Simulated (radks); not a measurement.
Pb4+, configuration [Xe] 4f14 5d8 6d2 (not the ground configuration).

Calculated with a radial shooting solver on a logarithmic mesh with Libxc functionals: Dirac Kohn-Sham, AM05, spin-unpolarised, spherical densities, point nucleus; open shells fill j = l - 1/2 first.

Energy parts (eV):
| part | energy |
|---|---|
| total | -569019.72 |
| kinetic | 662482.11 |
| electron-nucleus | -1436245.66 |
| Hartree | 215007.02 |
| exchange-correlation | -10263.19 |

Orbitals (lengths in bohr, moments of r in powers of bohr; <r^-3> diverges for s and p1/2; r(max) is where P^2 peaks; r(90%) holds 90 % of the orbital's charge):
\begin{tabular}{lrrrrrrr}
orbital & occ. & eigenvalue (eV) & r(max) & <r^2> & r(90%) & <r^-3> & small-component weight \\ \hline
1s1/2 & 2 & -87977.12 & 0.009842 & 0.0003574 & 0.0294 & - & 9.79e-02 \\
2s1/2 & 2 & -15772.58 & 0.05739 & 0.005367 & 0.105 & - & 2.26e-02 \\
2p1/2 & 2 & -15149.98 & 0.04199 & 0.003777 & 0.0918 & - & 2.27e-02 \\
2p3/2 & 4 & -12962.67 & 0.04971 & 0.004959 & 0.104 & 23370 & 1.99e-02 \\
3s1/2 & 2 & -3830.679 & 0.1615 & 0.03479 & 0.256 & - & 7.59e-03 \\
3p1/2 & 2 & -3549.842 & 0.1504 & 0.03161 & 0.248 & - & 7.54e-03 \\
3p3/2 & 4 & -3061.852 & 0.1661 & 0.03795 & 0.271 & 5516 & 6.74e-03 \\
3d3/2 & 4 & -2600.172 & 0.1288 & 0.02893 & 0.244 & 968.9 & 6.63e-03 \\
3d5/2 & 6 & -2496.261 & 0.1331 & 0.03065 & 0.251 & 790.9 & 6.42e-03 \\
4s1/2 & 2 & -912.4449 & 0.3629 & 0.1668 & 0.551 & - & 2.62e-03 \\
4p1/2 & 2 & -791.0224 & 0.3603 & 0.1692 & 0.560 & - & 2.52e-03 \\
4p3/2 & 4 & -671.3124 & 0.3921 & 0.2006 & 0.609 & 1358 & 2.21e-03 \\
4d3/2 & 4 & -473.5156 & 0.3832 & 0.2083 & 0.633 & 216.6 & 2.01e-03 \\
4d5/2 & 6 & -451.1637 & 0.3928 & 0.2191 & 0.649 & 172.6 & 1.93e-03 \\
4f5/2 & 6 & -194.7759 & 0.3471 & 0.2424 & 0.714 & 37.98 & 1.57e-03 \\
4f7/2 & 8 & -189.7291 & 0.3516 & 0.2492 & 0.724 & 35.98 & 1.54e-03 \\
5s1/2 & 2 & -202.0060 & 0.7880 & 0.8061 & 1.21 & - & 7.16e-04 \\
5p1/2 & 2 & -160.1211 & 0.8250 & 0.9164 & 1.30 & - & 6.32e-04 \\
5p3/2 & 4 & -136.9814 & 0.9005 & 1.097 & 1.42 & 260.2 & 5.39e-04 \\
5d3/2 & 4 & -77.5856 & 1.032 & 1.604 & 1.75 & 29.93 & 3.73e-04 \\
5d5/2 & 4 & -74.5542 & 1.060 & 1.695 & 1.80 & 23.55 & 3.54e-04 \\
5f5/2 & 0 & -24.9174 & 1.892 & 6.427 & 3.63 & 1.259 & 9.40e-05 \\
5f7/2 & 0 & -24.7626 & 1.919 & 6.547 & 3.66 & 1.194 & 9.20e-05 \\
6s1/2 & 0 & -56.5201 & 1.765 & 4.093 & 2.72 & - & 1.66e-04 \\
6p1/2 & 0 & -45.2503 & 1.964 & 5.173 & 3.07 & - & 1.33e-04 \\
6p3/2 & 0 & -41.2473 & 2.147 & 6.073 & 3.31 & 45.55 & 1.15e-04 \\
6d3/2 & 2 & -27.0710 & 2.811 & 10.12 & 4.27 & 4.728 & 7.36e-05 \\
6d5/2 & 0 & -26.5855 & 2.867 & 10.48 & 4.34 & 3.836 & 7.19e-05 \\
7d3/2 & 0 & -14.1009 & 5.567 & 34.38 & 7.75 & 1.877 & 3.32e-05 \\
7d5/2 & 0 & -13.9082 & 5.650 & 35.35 & 7.85 & 1.518 & 3.24e-05 \\
\end{tabular}

The highest occupied level is 6d3/2 at -27.071 eV. The configuration is held as typed, so some empty levels lie below it. The density falls to 0.001 e/bohr^3 at r = 4.42 bohr. Summed over all electrons, <r^2> = 48.97 bohr^2, which gives a Langevin (diamagnetic) susceptibility term of -38.8 x 10^-6 cm^3/mol.
